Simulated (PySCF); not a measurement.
Bonds of Zn to Cl, Br, O

PBE in PySCF with def2-TZVPP on every atom, for the lowest determinant that a PBE0 search found; no spin–orbit coupling. D0 is De less the harmonic zero-point energy.

```csv
X,state of ZnX,D0(ZnX) (eV),D0(X₂) (eV)
Cl,doublet (σ ↑),2.24,2.81
Br,doublet (σ ↑),1.88,2.47
O,"triplet (σ ↑, π ↑)",1.60,6.15
```

Question: Give the energy of Zn + X₂ → ZnX + X at 0 K for each X.

Answer: Cl: 2.81 − 2.24 = +0.57 eV; Br: 2.47 − 1.88 = +0.59 eV; O: 6.15 − 1.60 = +4.55 eV (PBE/def2-TZVPP; negative means exothermic).

Question: Does an atom of O displace Br from ZnBr?

Answer: ZnBr + O → ZnO + Br has ΔE = 1.88 − 1.60 = +0.28 eV at PBE/def2-TZVPP, so it is uphill.

Gas-phase diatomics only hint at surface chemistry, where an atom holds several bonds.

Spin–orbit coupling is left out. States were picked by a PBE0 search and need not be the measured ground states.
